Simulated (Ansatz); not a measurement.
hydrogen selenide (SMILES [SeH2]) moved off its minimum; all values from Ansatz (a first-principles code), cores frozen in correlated methods.
(charge 0, multiplicity 1)
```xyz
3

Se     0.1139     0.0379     0.0588
H     -0.9590    -0.8910    -0.1362
H      1.1247    -0.8758    -0.1518
```

```
level                largest force (eV/Å)  on atom  rms difference from CCSD(T)/aug-cc-pVTZ (eV/Å)  dipole (D)
-------------------  --------------------  -------  ----------------------------------------------  ----------
HF/def2-TZVPP                        2.34      Se1                                           0.231        0.89
PBE/def2-TZVPP                       3.03      Se1                                           0.125        0.78
r2SCAN/def2-TZVPP                    2.68      Se1                                           0.065        0.85
B3LYP/def2-TZVPP                     2.75      Se1                                           0.017        0.78
wB97M-V/def2-TZVPP                   2.57      Se1                                           0.117        0.80
MP2/aug-cc-pVTZ                      2.61      Se1                                           0.103        0.76
CCSD(T)/aug-cc-pVTZ                  2.79      Se1                                           0.000        0.74
```

The differences count from one level among others, with limits of its own. Forces at CCSD(T)/aug-cc-pVTZ (eV/Å):

| atom | Fx | Fy | Fz |
|---|---|---|---|
| Se1 | -1.159 | 2.477 | 0.556 |
| H2 | -0.486 | -0.697 | -0.149 |
| H3 | 1.645 | -1.780 | -0.407 |
